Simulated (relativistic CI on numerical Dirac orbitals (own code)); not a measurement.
# Hyperfine structure of Os XIII, mass number 189

Calculated at this level of theory: Dirac-Coulomb-Breit CI, separate exchange-only KLI orbitals for each configuration, a model potential for QED, unscaled Slater integrals (own radial code, finite nucleus).

CI space (outside the closed core [Kr] 4d10): 4f¹⁴5s²5p², 4f¹³5s²5p³, 4f¹⁴5s5p³, 4f¹⁴5s²5p5d, 4f¹⁴5s5p²5d, 4f¹⁴5s²5p5f, 4f¹³5s²5p²5d, 4f¹⁴5s²5p5g, 4f¹⁴5s²5p6s, 4f¹⁴5s5p²5f, 4f¹⁴5p⁴, 4f¹³5p⁵, 4f¹³5p⁴5d, 4f¹⁴5s²5d², 4f¹⁴5s5d³, 4f¹³5s²5d³. Double excitations out of closed p, d and f shells are left out; levels of such configurations are missing from the list, as are those of other unlisted configurations, and high levels can miss mixing partners. Some configurations lack a partner that the ground configuration has and come out too high, among them 4f¹⁴5s5p²5f.

Nuclear spin I = 3/2, μ = 0.6576 μN, Q = 0.86 b (tables of Stone and Pyykkö). The electronic factors are computed for point nuclear moments, without core polarisation or the Bohr-Weisskopf and QED corrections.

| Level | E (eV) | A (MHz) | B (MHz) |
| --- | --- | --- | --- |
| 4f¹⁴5s²5p² ³P1 | 13.4850 | -4409 | 8040 |
| 4f¹⁴5s²5p² ¹D2 | 15.1115 | 12330 | 11000 |
| 4f¹³5s²5p³ ³D1 | 27.6905 | -367.2 | 1570 |
| 4f¹³5s²5p³ ³F2 | 29.6138 | 1456 | -8610 |
| 4f¹⁴5s²5p² ³P2 | 29.9919 | 4183 | 4920 |
| 4f¹³5s²5p³ ⁵F5 | 39.6107 | -851 | 4210 |

Levels with J = 0, under 50 % of one LS term, or S terms without an open s electron are left out. Small factors come from cancelling terms and can be off by tens of per cent or more.

At this charge transitions that keep the count of f electrons are usually good to a few per cent. Levels and lines within the n = 5 or 6 shells can be off by up to 10 % or somewhat more, and those that change n by about 2 %, since core polarisation is missing. Levels that differ in their count of f electrons can be misplaced by several ten thousand cm⁻¹, since the correlation energy of f electrons is missing or only estimated; rates across such gaps can be off by orders of magnitude.

(1) Give the hyperfine levels of 4f¹⁴5s²5p² ³P1 relative to its centre of gravity.

## Answers

(1) With K = F(F + 1) − I(I + 1) − J(J + 1), E = AK/2 + B[¾K(K + 1) − I(I + 1)J(J + 1)]/[2I(2I − 1)J(2J − 1)]: F = 1/2: 21070, F = 3/2: -3631, F = 5/2: -4604 MHz.

LS names give the leading component of a level, which can be under half, so a name can repeat, a term be missing and a line seem to break the LS rules.
